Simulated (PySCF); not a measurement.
**Yb(NH2)2 at several levels of theory**

Computed with PySCF 2.14.0 (density fitting, no spin-orbit coupling) at the geometry relaxed with PBE0:

```xyz
7
Yb(NH2)2 (singlet)
Yb    0.0000    0.0000   -0.2359
N     1.8584   -0.1175    0.8806
H     2.8230   -0.2295    0.5667
H     1.9277   -0.0884    1.8987
N    -1.8584    0.1175    0.8806
H    -2.8230    0.2295    0.5667
H    -1.9277    0.0884    1.8987
```

```csv
level,basis,state,HOMO (eV),gap (eV),charge on Yb1 (e),population of f-type functions on Yb1 (core shells left out),dipole about the centre of mass (D),largest force component (eV/Å)
PBE0,"Yb def2-SVP with ECP28, N def2-SVP, H def2-SVP",singlet,-4.20,2.83,0.84,13.95,4.31,0.02
TPSS,the same,singlet,-2.28,0.33,0.73,13.83,3.47,0.54
```

Charges are Mulliken's, which hang on the basis. The relaxation used the grid (50, 194), these runs (75, 302) or, all-electron (x2c bases, spin-free X2C Hamiltonian), (99, 590).

What does revPBE with Yb def2-SVP with ECP28, N def2-SVP, H def2-SVP give here?

state singlet, HOMO (eV) -2.40, gap (eV) 0.31, charge on Yb1 (e) 0.70, population of f-type functions on Yb1 (core shells left out) 13.83, dipole about the centre of mass (D) 3.36, largest force component (eV/Å) 0.48. Time: 11 s on 2 threads of Arm Neoverse V2, on a shared host, from an already converged density.

In the first row's basis the gap widens with exact exchange: 0.3 eV for revPBE, TPSS (none); 2.8 eV for PBE0 (a fixed share).

Small gap, closed shell not tested for a spin-broken solution: revPBE, TPSS.
